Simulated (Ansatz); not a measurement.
`C=[CH][ZnH]` + `O[SiH2]F` → `F[SiH2][O][ZnH]` + `C=C`  (ligand exchange at a Zn–C bond)

Computed with Ansatz on PBE0-D4/def2-TZVP structures; ΔE is electronic, products minus reactants. CCSD(T)/CBS is the MP2 limit (def2-TZVPP, def2-QZVPP) plus CCSD(T) − MP2 in def2-TZVPP, frozen cores. This one scheme is used for every species. DFT in def2-TZVPP. HSE06 is defined as in plane-wave codes. For Zn outer-core shells are correlated without core-valence functions, which leaves a few kJ/mol of doubt a bond. Scalar relativity is left out up to krypton. Each species was taken in one conformer, which may not be the lowest.

`C=[CH][ZnH]`:

Cartesian coordinates in Å:
```
C -1.014 0.501 -0.403
C 0.062 -0.283 -0.473
Zn 1.358 -0.466 0.945
H -1.246 1.105 0.471
H -1.729 0.584 -1.221
H 0.187 -0.839 -1.403
H 2.383 -0.603 2.085
```

`O[SiH2]F`:

```xyz
6

O    -0.609   -0.216    1.097
Si    0.230   -0.118   -0.297
F     1.337    1.030   -0.218
H    -1.232    0.478    1.315
H     0.919   -1.412   -0.459
H    -0.645    0.238   -1.438
```

`F[SiH2][O][ZnH]`:

```xyz
7

F    -1.163   -0.578   -1.415
Si    0.121   -0.992   -0.543
O     0.469    0.162    0.513
Zn   -0.025    1.751    1.124
H    -0.235   -2.257    0.145
H     1.232   -1.188   -1.506
H    -0.399    3.102    1.683
```

`C=C`:

Z-matrix (Å, degrees):
```
C
C 1 1.323
H 1 1.085 2 121.7
H 1 1.085 2 121.7 3 -180.0
H 2 1.085 1 121.7 3 -0.0
H 2 1.085 1 121.7 3 -180.0
```

CCSD(T)/CBS gives -24.1 kcal/mol.

Question: Another level gave -20.1 kcal/mol. Which?
A. HSE06-D4/def2-TZVPP
B. LC-ωPBE/def2-TZVPP
C. CAM-B3LYP-D4/def2-TZVPP
D. LDA (SPW92)/def2-TZVPP

Answer: D. LDA (SPW92) -20.1, CAM-B3LYP-D4 -24.3, HSE06-D4 -21.6, LC-ωPBE -22.8 kcal/mol.

Largest T1 diagnostic among the species: 0.015.

At CCSD(T), def2-SVP lies −2.9 kcal/mol from the extrapolated value and def2-TZVPP +0.7 kcal/mol. Leaving LDA and LC-ωPBE aside and taking each functional with its dispersion term where it has one, the values, not all of them listed here, spread over 4.8 kcal/mol, from BHLYP-D4 to revPBE-D4. From BLYP to BHLYP (50 % exact exchange), in def2-TZVPP and without D4, ΔE moves by −2.4 kcal/mol.
